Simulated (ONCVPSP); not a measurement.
PW91 ONCV dataset for tin (Sn), scalar-relativistic all-electron reference.

```
Element                 : tin (Sn)
Generator               : ONCVPSP 4.0.1
Type                    : optimised norm-conserving Vanderbilt (ONCV)
Functional              : PW91
Relativity              : scalar-relativistic
Frozen core             : [Ar] 3d10
Valence charge          : 22
Reference configuration : 4s2 4p6 4d10 5s2 5p2
Partial waves           : 4s+5s: rc 1.55 bohr, ncon 4, nbas 7, qcut 10.2 1/bohr, 2 projectors; 4p+5p: rc 1.40 bohr, ncon 4, nbas 7, qcut 10.9 1/bohr, 2 projectors; 4d: rc 1.40 bohr, ncon 4, nbas 8, qcut 12.2 1/bohr, local
Local potential         : the d channel
Core correction         : Teter function, fcfact 5.25, rcfact 1.6
```

Task: Does the generator finish with these settings?

Result: Yes, a potential is produced and its reference levels are reproduced.

Task: Estimate the cutoffs (Ha) at which the residual kinetic energy of the hardest occupied pseudo-wave falls to 1 and 0.1 mHa per electron.

Result: 45 Ha and 53 Ha.

Task: What does a ghost test show?

Result: No bound ghost flagged; GHOST(+) flagged for s at 338.4 eV.

Task: Which valence shell sets the plane-wave cutoff?

Result: 4d: 45 Ha for 1 mHa per electron, against 31 Ha for 4s.

Task: Tests: 4s2 4p6 4d10 5s2 5p1; 4s2 4p6 4d10 5s2 5p0; 4s2 4p6 4d10 5s1 5p0; 4s1 4p6 4d10 5s2 5p2. Which has the largest error in its energy relative to the reference configuration, and how large is it?

Result: 4s1 4p6 4d10 5s2 5p2, with -354 meV (all-electron minus pseudo) on +142.22 eV.
